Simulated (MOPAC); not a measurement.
Input for MOPAC: AM1 on SeH, 2S+1 = 2, a point of a bond scan (R = 1.327 Å).

```
AM1 1SCF PRECISE CHARGE=0 UHF MS=0.5 THREADS=1
HSe

Se    -0.00000000 1    -0.00000000 1    -0.04214023 1
H      0.00000000 1     0.00000000 1     1.28527688 1
```

Program output:

```
*******************************************************************************
 **                                                                           **
 **                              MOPAC v23.2.5                                **
 **                                                                           **
 *******************************************************************************
 ** MOPAC's Digital Object Identifier: https://doi.org/10.5281/zenodo.6511958 **
 **                                                                           **
 ** Please cite the open-source release paper for use of this MOPAC version:  **
 ** J. E. Moussa and J. J. P. Stewart (2026)                                  **
 ** MOPAC: An open-source semiempirical molecular orbital program             **
 ** J. Open Source Softw., 11(119), 8025, https://doi.org/10.21105/joss.08025 **
 *******************************************************************************

                              AM1 CALCULATION RESULTS

 *******************************************************************************
 *  AM1        - The AM1 Hamiltonian to be used
 *  UHF        - UNRESTRICTED HARTREE-FOCK CALCULATION
 *
 *
 *
 *                 CHARGE ON SYSTEM = 0
 *
 *
 *
 *  MS=        - IN MECI, MAGNETIC COMPONENT OF SPIN =  0.5
 *  PRECISE    - TIGHTER CRITERIA TO BE USED
 *  1SCF       - DO 1 SCF AND THEN STOP
 *  THREADS=1  - MULTI-THREADING NOT USED
 *  T=         - A TIME OF 172800.0 SECONDS REQUESTED
 *  DUMP=N     - RESTART FILE WRITTEN EVERY 7200.0 SECONDS REQUESTED
 *******************************************************************************
AM1 1SCF PRECISE CHARGE=0 UHF MS=0.5 THREADS=1
 HSe

   ATOM   CHEMICAL          X               Y               Z
  NUMBER   SYMBOL      (ANGSTROMS)     (ANGSTROMS)     (ANGSTROMS)

     1      Se         -0.00000000  *  -0.00000000  *  -0.04214023  *
     2       H          0.00000000  *   0.00000000  *   1.28527688  *



          CARTESIAN COORDINATES

    NO.       ATOM           X           Y           Z

     1        Se         -0.0000     -0.0000     -0.0421
     2         H          0.0000      0.0000      1.2853

  H: (AM1): M.J.S. DEWAR ET AL, J. AM. CHEM. SOC. 107 3902-3909 (1985)
 Se: (AM1): J. J. P. STEWART, J. MOL. MOD., 10, 155-164 (2004)

           Empirical Formula: H Se  =     2 atoms



      MOLECULAR POINT GROUP   :   C*v


          UHF CALCULATION, NO. OF ALPHA ELECTRONS =    4
                           NO. OF BETA  ELECTRONS =    3

 -------------------------------------------------------------------------------
 AM1 1SCF PRECISE CHARGE=0 UHF MS=0.5 THREADS=1
 HSe



     1SCF WAS SPECIFIED, SO BFGS WAS NOT USED
     SCF FIELD WAS ACHIEVED


                              AM1 CALCULATION
                                                       MOPAC v23.2.5 Linux




          FINAL HEAT OF FORMATION =         44.57236 KCAL/MOL =     186.49076 KJ/MOL


          COSMO AREA              =         63.03 SQUARE ANGSTROMS
          COSMO VOLUME            =         46.73 CUBIC ANGSTROMS

          IONIZATION POTENTIAL    =          7.471250 EV
          ALPHA SOMO LUMO (EV)    =         -8.134  0.586
          BETA  SOMO LUMO (EV)    =         -7.471 -2.790
          NO. OF ALPHA ELECTRONS  =          4
          NO. OF BETA  ELECTRONS  =          3
          MOLECULAR WEIGHT        =         79.9679         POINT GROUP:  C*v

          MOLECULAR DIMENSIONS (Angstroms)

            Atom       Atom       Distance
            H     2   Se     1     1.32742
            H     2   Se     1     0.00000
           Se     1    H     2     0.00000


          SCF CALCULATIONS        =          1





   ATOM   CHEMICAL          X               Y               Z
  NUMBER   SYMBOL      (ANGSTROMS)     (ANGSTROMS)     (ANGSTROMS)

     1      Se         -0.00000000  *  -0.00000000  *  -0.04214023  *
     2       H          0.00000000  *   0.00000000  *   1.28527688  *

                             CARTESIAN COORDINATES

   1   Se       -0.000000000    -0.000000000    -0.042140230
   2    H        0.000000000     0.000000000     1.285276880


           Empirical Formula: H Se  =     2 atoms



      MOLECULAR POINT GROUP   :   C*v


          ALPHA EIGENVALUES
 -21.66372 -12.74068  -9.33100  -8.13377   0.58637


           BETA EIGENVALUES
 -18.01156 -11.75006  -7.47125  -2.79016   0.90526


              NET ATOMIC CHARGES AND DIPOLE CONTRIBUTIONS

  ATOM NO.   TYPE          CHARGE      No. of ELECS.   s-Pop       p-Pop
    1         Se           0.071802        5.9282     1.97119     3.95701
    2          H          -0.071802        1.0718     1.07180
 DIPOLE           X         Y         Z       TOTAL
 POINT-CHG.     0.000     0.000    -0.458     0.458
 HYBRID        -0.000    -0.000     0.883     0.883
 SUM           -0.000    -0.000     0.425     0.425


          ATOMIC ORBITAL ELECTRON POPULATIONS

     Atom    s        px        py        pz
    1 Se   1.97119   2.00000   1.00000   0.95701
    2  H   1.07180


                    (SZ)    =    0.500000
                    (S**2)  =    0.753507


          ATOMIC ORBITAL SPIN POPULATIONS

    Atom   Total    s     px     py     pz
         Atomic
    1 Se  1.0494  0.009  0.000  1.000  0.040
    2  H -0.0494 -0.049

 **********************
 *                    *
 * JOB ENDED NORMALLY *
 *                    *
 **********************




 == MOPAC DONE ==
```

The run finished.

Cost: around 0.03 core-seconds (rough).
